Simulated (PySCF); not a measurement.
ScF2, SMILES [F][Sc+][F], charge +1.

Geometry optimised at PBE0-D3(BJ)/def2-TZVP. The spin state was assumed, not searched. The isomer is the one that the SMILES or the coordinates give; other isomers of the formula were not compared.

All values below come from PySCF with PBE/def2-TZVPD.

Symmetry labels are those of the subgroup C2v that the program uses (full group C2v).

Q: List the valence orbital energies around the gap with their symmetry. (An estimate is asked for; the answer gives what the named calculation found.)

A: 
```json
[
 {"orbital": "HOMO−7", "symmetry": "A1", "energy (eV)": "-34.20"},
 {"orbital": "HOMO−6", "symmetry": "B2", "energy (eV)": "-33.72"},
 {"orbital": "HOMO−5", "symmetry": "A1", "energy (eV)": "-16.72"},
 {"orbital": "HOMO−4", "symmetry": "B2", "energy (eV)": "-16.61"},
 {"orbital": "HOMO−3", "symmetry": "A2", "energy (eV)": "-16.28"},
 {"orbital": "HOMO−2", "symmetry": "A1", "energy (eV)": "-16.06"},
 {"orbital": "HOMO−1", "symmetry": "B1", "energy (eV)": "-16.05"},
 {"orbital": "HOMO", "symmetry": "B2", "energy (eV)": "-15.57"},
 {"orbital": "LUMO", "symmetry": "A1", "energy (eV)": "-10.01"},
 {"orbital": "LUMO+1", "symmetry": "B1", "energy (eV)": "-9.95"},
 {"orbital": "LUMO+2", "symmetry": "A1", "energy (eV)": "-9.28"},
 {"orbital": "LUMO+3", "symmetry": "A2", "energy (eV)": "-9.12"}
]
```
